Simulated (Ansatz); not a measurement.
Total energies of `FB1COB1F`.

```xyz
8

F     2.2583   -0.1983   -0.0298
B     0.9759    0.0441    0.0310
C    -0.2939   -0.8509   -0.2929
O    -1.1932    0.2622    0.0689
B    -0.2460    1.1906    0.3991
F    -0.5450    2.4037    0.8047
H    -0.4920   -1.7110    0.3524
H    -0.4640   -1.1403   -1.3334
```

Total charge 0; spin multiplicity 1. All single points use the PBE0-D4/def2-TZVP geometry. Basis def2-TZVPP, Ansatz.

RPA on PBE orbitals: Hartree–Fock energy of these orbitals -362.34237 Eh, correlation -1.65317 Eh (frozen core).

```json
{"functional": "LDA (SPW92)", "energy without D4 (Eh)": "-361.47443", "D4 term (kJ/mol)": "–"}
{"functional": "PBE", "energy without D4 (Eh)": "-363.78514", "D4 term (kJ/mol)": "-13.2"}
{"functional": "BLYP", "energy without D4 (Eh)": "-364.12118", "D4 term (kJ/mol)": "-29.8"}
{"functional": "B3LYP", "energy without D4 (Eh)": "-364.19195", "D4 term (kJ/mol)": "-21.2"}
{"functional": "HSE06 (plane-wave form)", "energy without D4 (Eh)": "-363.78012", "D4 term (kJ/mol)": "-10.1"}
{"functional": "BHLYP", "energy without D4 (Eh)": "-364.03029", "D4 term (kJ/mol)": "-15.1"}
{"functional": "CAM-B3LYP", "energy without D4 (Eh)": "-364.06516", "D4 term (kJ/mol)": "-11.0"}
{"functional": "ωB97X-V", "energy without D4 (Eh)": "-364.06922", "D4 term (kJ/mol)": "–"}
{"functional": "ωB97M-V", "energy without D4 (Eh)": "-364.08426", "D4 term (kJ/mol)": "–"}
{"functional": "PBE-QIDH", "energy without D4 (Eh)": "-363.74782", "D4 term (kJ/mol)": "–"}
```

Task: Give the same for revPBE, r2SCAN, B97M-V, PBE0, r2SCANh, r2SCAN0, LC-ωPBE, B2PLYP. (Estimate.)

Result: The calculation gave: 
```
functional  energy without D4 (Eh)  D4 term (kJ/mol)
    revPBE              -364.06130             -44.7
    r2SCAN              -364.00808              -3.2
    B97M-V              -364.11363                 –
      PBE0              -363.79674             -11.0
   r2SCANh              -363.98958              -3.3
   r2SCAN0              -363.96324              -3.7
   LC-ωPBE              -363.95852                 –
    B2PLYP              -363.95002                 –
```

B3LYP takes the VWN-RPA correlation (the form of Gaussian; ORCA's B3LYP/G). HSE06 is the plane-wave form, built on full-range PBE exchange. The double hybrids freeze the cores in their second-order part.

LC-ωPBE has ω = 0.4 bohr⁻¹.
